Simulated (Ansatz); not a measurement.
`C1O[AsH][SiH2]1`. The species carries charge 0 and has multiplicity 1. All single points use the PBE0-D4/def2-TZVP geometry.

```xyz
9

C     0.548   -0.791    0.374
O     1.274   -0.442   -0.814
As    0.276    0.822   -1.687
Si   -0.519    0.776    0.554
H    -0.073   -1.680    0.197
H     1.254   -1.025    1.176
H    -0.875   -0.113   -2.107
H     0.077    1.827    1.422
H    -1.961    0.626    0.885
```

**Question.** What is the dipole moment at r2SCAN/def2-TZVPP? (An estimate is asked.)

**Answer.** The calculation gave: 1.75 D, with components (-1.41, 0.16, 1.01) D in this frame, pointing from negative to positive charge.

**Question.** And with PBE, B3LYP, ωB97M-V? (Estimate.)

**Answer.** Ansatz gave: PBE 1.56 D, B3LYP 1.80 D, ωB97M-V 1.90 D.

**Question.** Give the Mulliken charges with r2SCAN, PBE, B3LYP in def2-TZVPP. (Estimate.)

**Answer.** Computed: 
| atom | r2SCAN | PBE | B3LYP |
| --- | --- | --- | --- |
| C1 | 0.00 | -0.05 | -0.07 |
| O2 | -0.40 | -0.34 | -0.42 |
| As3 | 0.23 | 0.22 | 0.24 |
| Si4 | 0.23 | 0.14 | 0.22 |
| H5 | 0.06 | 0.09 | 0.09 |
| H6 | 0.06 | 0.08 | 0.09 |
| H7 | -0.04 | -0.03 | -0.04 |
| H8 | -0.07 | -0.05 | -0.06 |
| H9 | -0.07 | -0.05 | -0.06 |

B3LYP here is the variant with VWN-RPA as its local correlation; programs differ in this.
